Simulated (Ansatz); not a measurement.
Consider the substitution at a C–C bond: `CCCCCC(C)(C)C` + `[NH2][In]([F])[F]` → `CC(C)(C)[NH][In]([F])[F]` + `CCCCC`.

Gas-phase electronic energies from Ansatz, PBE0-D4/def2-TZVP geometries. CCSD(T)/CBS is the MP2 limit (def2-TZVPP, def2-QZVPP) plus CCSD(T) − MP2 in def2-TZVPP, frozen cores. DFT in def2-TZVPP. B3LYP here is the variant with VWN-RPA as its local correlation; programs differ in this. Elements past krypton have def2 core potentials. For In outer-core shells are correlated without core-valence functions, which leaves a few kJ/mol of doubt a bond. Each species was taken in one conformer, which may not be the lowest.

(1) Is it downhill or uphill in electronic energy at CCSD(T)/CBS, and by how much? (An estimate is asked.)

(2) What do these levels give: r2SCAN-D4, PBE0-D4, B3LYP-D4, PBE, CCSD/def2-TZVPP, MP2/CBS(def2)? (Estimate.)

Largest T1 diagnostic among the species: 0.016.

Answers

(1) Ansatz gave: Uphill: ΔE = +11.9 kJ/mol.

(2) The calculation gave: r2SCAN-D4 9.7, PBE0-D4 12.9, B3LYP-D4 8.4, PBE 5.7, CCSD/def2-TZVPP 14.2, MP2/CBS(def2) 14.2 kJ/mol.

In def2-TZVPP, CCSD(T) changes the Hartree–Fock value by +5.3 kJ/mol (the triples alone add −0.4 kJ/mol) and MP2 by +7.5 kJ/mol. From PBE to PBE0 (25 % exact exchange), in def2-TZVPP and without D4, ΔE moves by +4.2 kJ/mol. The D4 term adds +3.8 kJ/mol with B3LYP and +3.0 kJ/mol with PBE0; it sums over pairs of atoms, weighted by their polarisabilities, and B3LYP, whose exchange is more repulsive, gets the larger term.
